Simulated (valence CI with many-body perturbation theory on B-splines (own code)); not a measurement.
**Energy levels of Re⁶⁸⁺**

Calculated by configuration interaction combined with many-body perturbation theory (CI+MBPT): five valence electrons over a frozen Dirac-Fock core [He], a basis of 11 s, 11 p, 10 d, 8 f, 5 g, 2 h functions for each j, with the one-electron correlation potential Σ1 (screened to all orders), the two-electron term Σ2, the three-electron term Σ3, Breit, model QED; selected single and double excitations, second order for the rest, scaled by the run's own slope (own B-spline code, finite nucleus).

No measured spectrum was set against this ion. As an estimate, large intervals hold to a few tenths of a per cent, small ones and those within an open d or f shell to about a per cent. Among the levels kept, up to 7500 cm⁻¹ of a level comes from second order outside the variational space, and about a tenth of that is noise between levels of different J, which matters for small intervals.

Levels 136 to 180 of 202, with energies above the lowest level, (2s^2 2p1/2^2 2p3/2) J=3/2. "Leading %" is the weight of the configuration and term that name the level; weights of strongly mixed levels are sums over their largest components and can fall short. In the jj column 3d3/2^4 stands for four electrons in 3d with j = 3/2.

```tsv
No.	Configuration	Term	J	E (Ry)	Leading %	Leading jj	g
136	2s 2p3 3p	4D	7/2	949.73	64	2s 2p1/2 2p3/2^2 3p3/2 (99 %)	1.293
137	2s2 2p2 3d	2D	5/2	950.01	65	2s^2 2p3/2^2 3d5/2 (98 %)	1.183
138	2s2 2p2 4p	2P°	3/2	950.17	35	2s^2 2p1/2^2 4p3/2 (100 %)	1.326
139	2s 2p3 3p	2P	3/2	951.41	56	2s 2p1/2 2p3/2^2 3p3/2 (95 %)	1.394
140	2s 2p3 3p	2D	5/2	952.69	55	2s 2p1/2 2p3/2^2 3p3/2 (99 %)	1.228
141	2s2 2p2 4d	2D	3/2	952.83	43	2s^2 2p1/2^2 4d3/2 (100 %)	0.790
142	2s 2p3 3d	6D°	3/2	954.19	42	2s 2p1/2 2p3/2^2 3d3/2 (99 %)	1.354
143	2s 2p3 3d	6D°	1/2	954.24	37	2s 2p1/2 2p3/2^2 3d3/2 (77 %)	1.868
144	2p4 3p	2P°	1/2	954.36	55	2p1/2^2 2p3/2^2 3p1/2 (75 %)	1.016
145	2s 2p3 3d	6D°	5/2	954.53	35	2s 2p1/2 2p3/2^2 3d3/2 (98 %)	1.246
146	2s 2p3 3d	4G°	7/2	955.16	36	2s 2p1/2 2p3/2^2 3d3/2 (98 %)	1.197
147	2s 2p3 3p	4P	3/2	955.19	31	2s 2p1/2 2p3/2^2 3p3/2 (100 %)	1.380
148	2s 2p3 3p	2P	1/2	956.37	73	2s 2p1/2 2p3/2^2 3p3/2 (99 %)	0.713
149	2s 2p3 3p	4P	5/2	956.42	52	2s 2p1/2 2p3/2^2 3p3/2 (98 %)	1.324
150	2s2 2p2 4d	2D	5/2	956.68	37	2s^2 2p1/2^2 4d5/2 (100 %)	1.193
151	2s 2p3 3p	2F	7/2	956.89	79	2s 2p1/2 2p3/2^2 3p3/2 (100 %)	1.159
152	2s 2p3 3p	4P	3/2	956.94	37	2s 2p1/2 2p3/2^2 3p3/2 (99 %)	1.347
153	2s 2p3 3p	2D	5/2	957.45	48	2s 2p1/2 2p3/2^2 3p3/2 (99 %)	1.240
154	2s 2p3 3d	2G°	9/2	957.64	44	2s 2p1/2 2p3/2^2 3d3/2 (99 %)	1.133
155	2s 2p3 3p	2D	3/2	958.01	36	2s 2p1/2 2p3/2^2 3p3/2 (100 %)	1.278
156	2s2 2p2 4f	2F°	5/2	958.09	42	2s^2 2p1/2^2 4f5/2 (100 %)	0.848
157	2s 2p3 3p	2D	5/2	958.28	50	2s 2p1/2 2p3/2^2 3p3/2 (99 %)	1.239
158	2s 2p3 3p	2P	1/2	958.37	45	2s 2p1/2 2p3/2^2 3p3/2 (96 %)	1.350
159	2s 2p3 3d	4F°	7/2	958.44	40	2s 2p1/2 2p3/2^2 3d3/2 (98 %)	1.236
160	2s 2p3 3d	4D°	5/2	958.79	38	2s 2p1/2 2p3/2^2 3d3/2 (97 %)	1.346
161	2s 2p3 3d	4P°	3/2	959.33	42	2s 2p1/2 2p3/2^2 3d3/2 (98 %)	1.611
162	2s2 2p2 4f	2F°	7/2	959.72	37	2s^2 2p1/2^2 4f7/2 (100 %)	1.135
163	2s 2p3 3p	2P	1/2	960.12	60	2s 2p1/2 2p3/2^2 3p3/2 (99 %)	1.348
164	2s 2p3 3p	2D	3/2	960.25	48	2s 2p1/2 2p3/2^2 3p3/2 (99 %)	1.031
165	2s 2p3 3d	6D°	9/2	961.66	50	2s 2p1/2 2p3/2^2 3d5/2 (99 %)	1.352
166	2s 2p3 3d	4D°	7/2	962.10	42	2s 2p1/2 2p3/2^2 3d5/2 (98 %)	1.346
167	2s 2p3 3d	4F°	3/2	962.34	61	2s 2p1/2 2p3/2^2 3d3/2 (93 %)	0.651
168	2s 2p3 3d	4D°	1/2	963.07	79	2s 2p1/2 2p3/2^2 3d5/2 (50 %)	0.490
169	2s 2p3 3d	4G°	5/2	964.06	32	2s 2p1/2 2p3/2^2 3d3/2 (88 %)	0.975
170	2s 2p3 3d	4D°	3/2	964.19	36	2s 2p1/2 2p3/2^2 3d3/2 (97 %)	0.861
171	2s 2p3 3d	2G°	7/2	964.43	70	2s 2p1/2 2p3/2^2 3d3/2 (95 %)	0.949
172	2s 2p3 3d	4D°	5/2	964.68	34	2s 2p1/2 2p3/2^2 3d5/2 (52 %)	1.138
173	2s 2p3 3d	4G°	11/2	965.01	100	2s 2p1/2 2p3/2^2 3d5/2 (100 %)	1.244
174	2s 2p3 3d	4D°	1/2	965.10	44	2s 2p1/2 2p3/2^2 3d3/2 (59 %)	0.636
175	2s 2p3 3d	4F°	9/2	965.30	68	2s 2p1/2 2p3/2^2 3d5/2 (99 %)	1.235
176	2s 2p3 3d	4D°	3/2	965.38	37	2s 2p1/2 2p3/2^2 3d5/2 (81 %)	1.185
177	2s 2p3 3d	2F°	5/2	965.41	35	2s 2p1/2 2p3/2^2 3d3/2 (71 %)	1.097
178	2s 2p3 3d	4P°	1/2	965.62	28	2s 2p1/2 2p3/2^2 3d3/2 (57 %)	1.365
179	2s 2p3 3d	2D°	3/2	966.15	32	2s 2p1/2 2p3/2^2 3d3/2 (85 %)	1.183
180	2s 2p3 3d	2F°	5/2	966.30	40	2s 2p1/2 2p3/2^2 3d3/2 (88 %)	1.057
```

Where two levels of one J and parity lie close, their mixing, g and order are uncertain.
